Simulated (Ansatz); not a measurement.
A nudged elastic band was laid between two geometries of BClF2 + H (5 atoms, charge 0, multiplicity 2).

Computed with UHF/def2-SVP in Ansatz.

```
movable images  : 7
climbing image  : yes
spring          : 5.0 eV/Å²
optimiser       : quadratic models (default)
start path      : through a guess of the saddle point
force threshold : 0.05 eV/Å
iteration limit : 60
end points      : relaxed
```

Initial state:

```xyz
5
Properties=species:S:1:pos:R:3
B 0.000 0.000 -0.334
Cl 0.000 0.001 1.414
F 1.118 0.000 -0.992
F -1.118 0.000 -0.992
H 0.000 0.000 5.474
```

Final state:

```xyz
5
Properties=species:S:1:pos:R:3
B 0.000 -0.003 -0.831
Cl 0.000 -0.004 3.543
F 1.125 0.003 -1.478
F -1.125 0.003 -1.478
H 0.000 0.002 4.814
```

**Question.** Which bonds break or form, and what moves?

**Answer.** Bonds broken: B1–Cl2. Bonds formed: Cl2–H5. BClF2 + H becomes BF2 + ClH.

**Question.** What energy profile does the band end with?

**Answer.** It did not converge within its limit. The highest image is number 3 of 0 to 8, 2.13 eV above the first end and 1.19 eV above the last; the last end lies 0.94 eV above the first. The band didn't meet its force threshold, so its energies are provisional: the largest band force was still 0.28 eV/Å, and over the last iterations the top stayed at 2.14 eV. Neighbouring images lie up to 1.8 Å apart, so the band is torn or far too coarse. Inner images lie below an end point, which means an intermediate or an end that isn't the lowest structure nearby.

```csv
image,path coordinate (Å),energy (eV),B1–Cl2 (Å),Cl2–H5 (Å)
0,0.00,0.00,1.75,4.06
1,1.72,0.00,1.75,4.40
2,3.45,0.03,1.75,3.01
3,5.21,2.13,2.13,1.47
4,6.31,0.89,3.19,1.27
5,7.41,0.91,3.86,1.27
6,8.51,0.93,4.04,1.27
7,9.61,0.92,4.20,1.27
8,10.71,0.94,4.37,1.27
```

The band took 60 iterations and of the order of 6 core-minutes.

Run time: 5.5 min on 1 thread of Arm Neoverse V1, on a shared host, peak memory 0.13 GiB.
